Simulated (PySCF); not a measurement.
Pd⁺: excitation energy

Pd⁺ [Kr] 4d9 (2D) → Pd⁺ [Kr] 4d8 5s1 (4F), as a difference of total energies. All numbers are calculated (PySCF 2.14, scalar relativity through the core potential, in aug-cc-pwCVDZ-PP with ECP28MDF (6s6p5d3f, 70 functions)). Correlated levels: valence and next inner shell: nothing frozen outside the core potential. The calculations carry no spin-orbit coupling.

| method | excitation energy (eV) | error (eV) |
| --- | --- | --- |
| UHF | 2.271 | -0.923 |
| MP2 (valence and next inner shell) | 3.010 | -0.184 |
| SCS-MP2 (valence and next inner shell) | 3.044 | -0.150 |
| CCSD (valence and next inner shell) | 2.743 | -0.451 |
| CCSD(T) (valence and next inner shell) | 2.790 | -0.404 |

Reference: 3.194 eV (measured; NIST levels, between the centres of gravity of the two terms).

Errors of the correlated levels include the incompleteness of this basis.
